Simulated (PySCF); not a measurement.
B3LYP has the VWN-RPA correlation part, as in Gaussian. Delta-SCF ions had no search for a lower state. Excitations are Tamm–Dancoff values on a coarser integration grid. The basis has no diffuse functions, so Rydberg states are missing or too high.

Cartesian coordinates (Å):
```xyz
15

C      1.4602    -0.2395     0.4603
C     -0.0152     0.0718     0.2007
C     -0.7786    -1.2084    -0.1352
C     -0.1537     1.0945    -0.9262
S     -0.6491     0.7897     1.7899
H      1.9058    -0.6696    -0.4393
H      2.0157     0.6637     0.7162
H      1.5755    -0.9574     1.2733
H     -1.8379    -1.0040    -0.2983
H     -0.6931    -1.9377     0.6698
H     -0.3772    -1.6531    -1.0506
H      0.2568     0.6854    -1.8540
H     -1.2007     1.3446    -1.1044
H      0.3798     2.0142    -0.6879
H     -1.9121     0.9919     1.3785
```
Charge 0, multiplicity 1.

**Question.** Estimate the LUMO, T1 excitation (TDA), vertical ionisation energy (Delta-SCF), HOMO–LUMO gap and S1–T1 gap (TDA) that PySCF with B3LYP-D3(BJ)/def2-TZVP returns for this input.

**Answer.** 
| Property | Value |
|---|---|
| LUMO | 0.14 eV |
| T1 excitation (TDA) | 4.82 eV |
| vertical ionisation energy (Delta-SCF) | 8.95 eV |
| HOMO–LUMO gap | 6.60 eV |
| S1–T1 gap (TDA) | 0.48 eV |
